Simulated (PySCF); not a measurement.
# Dipole response of O³⁺ (oxygen, charge +3)

[He] 2s2 2p1, 2P determinant. All numbers are calculated (PySCF 2.14, no relativity, point nucleus, in aug-cc-pVDZ). Coupled (time-dependent) response in atomic units; α is the mean over directions. A double-zeta set is small for polarisabilities.

```json
{"method": "UHF", "mean α (bohr³)": "1.418", "α xx, yy, zz": "1.501, 1.252, 1.501", "C₆ (like pair)": "1.305", "S(−4)": "2.968"}
{"method": "PBE", "mean α (bohr³)": "1.351", "α xx, yy, zz": "1.439, 1.175, 1.439", "C₆ (like pair)": "1.236", "S(−4)": "2.374"}
{"method": "PBE0", "mean α (bohr³)": "1.361", "α xx, yy, zz": "1.449, 1.183, 1.449", "C₆ (like pair)": "1.246", "S(−4)": "2.434"}
{"method": "wB97M-V", "mean α (bohr³)": "1.352", "α xx, yy, zz": "1.448, 1.161, 1.448", "C₆ (like pair)": "1.250", "S(−4)": "2.241"}
{"method": "BP86", "mean α (bohr³)": "1.352", "α xx, yy, zz": "1.440, 1.176, 1.440", "C₆ (like pair)": "1.237", "S(−4)": "2.374"}
```

S(−4) is the Cauchy moment in α(ω) = α(0) + S(−4) ω² + …

α(iu) at UHF:

```tsv
u (hartree)	α(iu) (bohr³)
0	1.418
0.0500	1.411
0.100	1.389
0.200	1.315
0.300	1.215
0.500	0.9985
0.750	0.7690
1.00	0.6033
1.50	0.4008
2.00	0.2872
3.00	0.1678
5.00	0.07605
```

For an ion, C₆ is the dispersion term alone; charge-induced terms of lower order in 1/R come first.

The components differ because the open shell of this determinant is not spherical; for a pure term their mean is the scalar polarisability.
